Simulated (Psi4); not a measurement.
H$_{3}$O$_{3}$Zr (SMILES [OH][Zr+]([OH])[OH]), charge +1, singlet, geometry from GFN2-xTB (such geometries of metal compounds can be far from the true shape) (the multiplicity is a formal guess) (all electrons, no relativity); PBE0/3-21G in Psi4.

Psi4 was given this input:
```
memory 2 GB

molecule mol {
1 1
  Zr   -0.000000    0.000000   -0.000000
  O     1.730878   -0.300285   -0.506207
  H     2.645219   -0.458912   -0.773612
  O    -0.623644   -0.685823    1.575776
  H    -0.953085   -1.048111    2.408184
  O    -1.107234    0.986109   -1.069569
  H    -1.692133    1.507023   -1.634572
}

set basis 3-21g
set reference rks
set scf_type pk
set d_convergence 1e-8

energy('pbe0')
print_variables()
```

What the program printed (banner, timings and long lists left out):

```
   => Loading Basis Set <=

    Name: 3-21G
    Role: ORBITAL
    Keyword: BASIS

         ---------------------------------------------------------
                                   SCF
               by Justin Turney, Rob Parrish, Andy Simmonett
                          and Daniel G. A. Smith
                              RKS Reference
         ---------------------------------------------------------

  ==> Geometry <==

    Molecular point group: c1
    Full point group: C1

    Geometry (in Angstrom), charge = 1, multiplicity = 1:

       Center              X                  Y                   Z               Mass
    ------------   -----------------  -----------------  -----------------  -----------------
         ZR          -0.000000007152    -0.000000113509     0.000000000000    89.904697700000
         O            1.730877992848    -0.300285113509    -0.506207000000    15.994914619570
         H            2.645218992848    -0.458912113509    -0.773612000000     1.007825032230
         O           -0.623644007152    -0.685823113509     1.575776000000    15.994914619570
         H           -0.953085007152    -1.048111113509     2.408184000000     1.007825032230
         O           -1.107234007152     0.986108886491    -1.069569000000    15.994914619570
         H           -1.692133007152     1.507022886491    -1.634572000000     1.007825032230

  Running in c1 symmetry.

  Rotational constants: A =      0.18325  B =      0.18325  C =      0.09163 [cm^-1]
  Rotational constants: A =   5493.72508  B =   5493.72481  C =   2746.86247 [MHz]
  Nuclear repulsion =  352.465211728720874

  Charge       = 1
  Multiplicity = 1
  Electrons    = 66
  Nalpha       = 33
  Nbeta        = 33

  ==> Algorithm <==

  SCF Algorithm Type is PK.
  DIIS enabled.
  MOM disabled.
  Fractional occupation disabled.
  Guess Type is SAD.
  Energy threshold   = 1.00e-06
  Density threshold  = 1.00e-08
  Integral threshold = 1.00e-12

  ==> Primary Basis <==

  Basis Set: 3-21G
    Blend: 3-21G
    Number of shells: 35
    Number of basis functions: 72
    Number of Cartesian functions: 72
    Spherical Harmonics?: false
    Max angular momentum: 2

  ==> DFT Potential <==

   => LibXC <=

    Version 7.1.2
    S. Lehtola, C. Steigemann, M. J. T. Oliveira, and M. A. L. Marques,  SoftwareX 7, 1–5 (2018) (10.1016/j.softx.2017.11.002)

   => Composite Functional: PBE0 <=

    PBE0 Hyb-GGA Exchange-Correlation Functional

    C. Adamo and V. Barone,  J. Chem. Phys. 110, 6158 (1999) (10.1063/1.478522)
    M. Ernzerhof and G. E. Scuseria,  J. Chem. Phys. 110, 5029 (1999) (10.1063/1.478401)

    Deriv               =              1
    GGA                 =           TRUE
    Meta                =          FALSE

    Exchange Hybrid     =           TRUE
    MP2 Hybrid          =          FALSE

   => Exchange Functionals <=

    0.7500   Perdew, Burke & Ernzerhof

   => Exact (HF) Exchange <=

    0.2500               HF

   => Correlation Functionals <=

    1.0000   Perdew, Burke & Ernzerhof

   => LibXC Density Thresholds  <==

    XC_HYB_GGA_XC_PBEH:  1.00E-15

   => Molecular Quadrature <=

    Radial Scheme          =       TREUTLER
    Pruning Scheme         =           NONE
    Nuclear Scheme         =       TREUTLER

    Blocking Scheme        =         OCTREE
    BS radius alpha        =              1
    Pruning alpha          =              1
    Radial Points          =             75
    Spherical Points       =            302
    Total Points           =         153373
    Total Blocks           =           1213
    Max Points             =            256
    Max Functions          =             69
    Weights Tolerance      =       1.00E-15

  ==> Integral Setup <==

  Using in-core PK algorithm.
   Calculation information:
      Number of atoms:                   7
      Number of AO shells:              35
      Number of primitives:             69
      Number of atomic orbitals:        72
      Number of basis functions:        72

      Integral cutoff                 1.00e-12
      Number of threads:                 1

  Performing in-core PK
  Using 6909012 doubles for integral storage.
  We computed 152956 shell quartets total.
  Whereas there are 198765 unique shell quartets.

  ==> DiskJK: Disk-Based J/K Matrices <==

    J tasked:                  Yes
    K tasked:                  Yes
    wK tasked:                  No
    Schwarz Cutoff:          1E-12

  Minimum eigenvalue in the overlap matrix is 1.6016750957E-03.
  Reciprocal condition number of the overlap matrix is 3.2080828496E-04.
    Using symmetric orthogonalization.

  ==> Pre-Iterations <==

  SCF Guess: Superposition of Atomic Densities via on-the-fly atomic UHF (no occupation information).

   -------------------------
    Irrep   Nso     Nmo
   -------------------------
     A         72      72
   -------------------------
    Total      72      72
   -------------------------

  ==> Iterations <==

                        Total Energy        Delta E     RMS |[F,P]|

   @RKS iter SAD: -3747.97543849141266   -3.74798e+03   0.00000e+00
   @RKS iter   1: -3749.53071607954143   -1.55528e+00   1.45979e-02 DIIS/ADIIS
   @RKS iter   2: -3746.22184046743951    3.30888e+00   3.80909e-02 DIIS/ADIIS
   @RKS iter   3: -3749.86487475444574   -3.64303e+00   4.20563e-03 DIIS/ADIIS
   @RKS iter   4: -3749.90153829336032   -3.66635e-02   6.44938e-04 DIIS/ADIIS
   @RKS iter   5: -3749.90280811731373   -1.26982e-03   1.17416e-04 DIIS/ADIIS
   @RKS iter   6: -3749.90283526825533   -2.71509e-05   1.83908e-05 DIIS
   @RKS iter   7: -3749.90283614471946   -8.76464e-07   1.29693e-06 DIIS
   @RKS iter   8: -3749.90283614407235    6.47105e-10   1.45936e-06 DIIS
   @RKS iter   9: -3749.90283614837563   -4.30327e-09   2.60206e-08 DIIS
   @RKS iter  10: -3749.90283614838154   -5.91172e-12   3.23884e-09 DIIS
  Energy and wave function converged.

  ==> Post-Iterations <==

   Electrons on quadrature grid:
      Ntotal   =   65.9999876707 ; deviation = -1.233e-05

    Orbital Energies [Eh]
    ---------------------

    Doubly Occupied:

       1A   -639.349864     2A    -88.498444     3A    -80.813061
       4A    -80.813061     5A    -80.812765     6A    -19.316390
       7A    -19.316357     8A    -19.316333     9A    -15.088110
      10A    -12.078756    11A    -12.076865    12A    -12.076865
      13A     -7.154578    14A     -7.153963    15A     -7.153962
      16A     -7.153202    17A     -7.153200    18A     -2.279791
      19A     -1.485943    20A     -1.485942    21A     -1.452176
      22A     -1.185681    23A     -1.153253    24A     -1.153240
      25A     -0.724251    26A     -0.700732    27A     -0.700721
      28A     -0.557307    29A     -0.557299    30A     -0.537632
      31A     -0.537630    32A     -0.520885    33A     -0.512302

    Virtual:

      34A     -0.278063    35A     -0.211771    36A     -0.211769
      37A     -0.140352    38A     -0.131134    39A     -0.131131
      40A     -0.123556    41A     -0.107546    42A     -0.107543
      43A     -0.015039    44A      0.007262    45A      0.027273
      46A      0.053760    47A      0.053768    48A      0.073066
      49A      0.073077    50A      0.274144    51A      0.508295
      52A      0.556884    53A      0.556888    54A      0.602742
      55A      0.602744    56A      0.868588    57A      0.876920
      58A      0.876933    59A      1.238416    60A      1.333521
      61A      1.335362    62A      1.335372    63A      1.440464
      64A      1.440468    65A      1.651487    66A      1.651513
      67A      1.693629    68A      2.117838    69A      2.638291
      70A      2.638389    71A      2.678483    72A     99.772430

    Final Occupation by Irrep:
              A
    DOCC [    33 ]
    NA   [    33 ]
    NB   [    33 ]

  @RKS Final Energy: -3749.90283614838154

   => Energetics <=

    Nuclear Repulsion Energy =            352.4652117287208739
    One-Electron Energy =               -5870.0659733156026050
    Two-Electron Energy =                1871.9382293548806047
    DFT Exchange-Correlation Energy =    -104.2403039163799434
    Empirical Dispersion Energy =           0.0000000000000000
    VV10 Nonlocal Energy =                  0.0000000000000000
    Total Energy =                      -3749.9028361483815388

Computation Completed

Properties will be evaluated at   0.000000,   0.000000,   0.000000 [a0]

Properties computed using the SCF density matrix

 Multipole Moments:

 ------------------------------------------------------------------------------------
     Multipole            Electronic (a.u.)      Nuclear  (a.u.)        Total (a.u.)
 ------------------------------------------------------------------------------------

 L = 1.  Multiply by 2.5417464519 to convert [e a0] to [Debye]
 Dipole X            :         -0.0001139            0.0000010           -0.0001129
 Dipole Y            :          0.0000560            0.0000007            0.0000567
 Dipole Z            :         -0.0000349            0.0000000           -0.0000349
 Magnitude           :                                                    0.0001311

 ------------------------------------------------------------------------------------

  Variable Map:
  ----------------------------------------------------------------------------
  "CURRENT ENERGY"              =>   -3749.902836148382
  "CURRENT REFERENCE ENERGY"    =>   -3749.902836148382
  "DD SOLVATION ENERGY"         =>       0.000000000000
  "DFT FUNCTIONAL TOTAL ENERGY" =>   -3749.902836148382
  "DFT TOTAL ENERGY"            =>   -3749.902836148382
  "DFT VV10 ENERGY"             =>       0.000000000000
  "DFT XC ENERGY"               =>    -104.240303916380
  "GRID ELECTRONS ALPHA"        =>      32.999993835346
  "GRID ELECTRONS BETA"         =>      32.999993835346
  "GRID ELECTRONS TOTAL"        =>      65.999987670692
  "NUCLEAR REPULSION ENERGY"    =>     352.465211728721
  "ONE-ELECTRON ENERGY"         =>   -5870.065973315603
  "PCM POLARIZATION ENERGY"     =>       0.000000000000
  "PE ENERGY"                   =>       0.000000000000
  "SCF ITERATION ENERGY"        =>   -3749.902836148382
  "SCF ITERATIONS"              =>      10.000000000000
  "SCF TOTAL ENERGY"            =>   -3749.902836148382
  "TWO-ELECTRON ENERGY"         =>    1871.938229354881
  "XC GRID RADIAL POINTS"       =>      75.000000000000
  "XC GRID SPHERICAL POINTS"    =>     302.000000000000
  "XC GRID TOTAL POINTS"        =>  153373.000000000000

  Array Variable Map:
  ----------------------------------------------------------------------------
  "CURRENT DIPOLE"              =>      -0.000112934420 ... -0.000034901628 1 by 3
  "SCF DIPOLE"                  =>      -0.000112934420 ... -0.000034901628 1 by 3
  "SCF TOTAL ENERGIES"          =>   -3747.975438491413 ... -3749.902836148382 1 by 11
```
